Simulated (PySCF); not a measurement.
Isomers of C4H6BNO2, one conformer each; single-point electronic energies without zero-point terms and without any empirical dispersion term.

All values: PBE0/pcSseg-1 (PySCF, non-relativistic), each on one gas-phase PBE0-D3(BJ)/def2-SVP geometry that isn't relaxed in the solvent. The solvent is an IEF-PCM continuum (van der Waals radii × 1.2). Only the electrostatic response of the medium enters.

```csv
isomer,"relative energy, gas (kJ/mol)",dipole (D)
`C1C[C@@H](OBO1)C#N`,0.0,3.98
`C/N=C\C#CB(O)O`,91.4,4.47
```

**Question.** How do the relative energies look in chloroform (ε = 4.711)?

**Answer.** 
```json
{"isomer": "`C1C[C@@H](OBO1)C#N`", "relative energy, solvent (kJ/mol)": "0.0", "E(solvent) − E(gas) (kJ/mol)": "-24.9", "dipole in solvent (D)": "4.79"}
{"isomer": "`C/N=C\\C#CB(O)O`", "relative energy, solvent (kJ/mol)": "78.5", "E(solvent) − E(gas) (kJ/mol)": "-37.8", "dipole in solvent (D)": "5.16"}
```

The order is unchanged. Conformers: `[N:1]#[C:2][C@H:3]1[CH2:4][CH2:5][O:6][BH:7][O:8]1` with C2–C3–C4–C5 71°, C3–C4–C5–O6 53°, C4–C5–O6–B7 -29°, C5–O6–B7–O8 1°; `[CH3:1]/[N:2]=[CH:3]\[C:4]#[C:5][B:6]([OH:7])[OH:8]` with C5–B6–O7–H 180°, C5–B6–O8–H 179°. `C/N=C\C#CB(O)O` gains most from the continuum, and it has the largest gas-phase dipole. The gains span 12.9 kJ/mol, the gas-phase energies 91.4 kJ/mol.
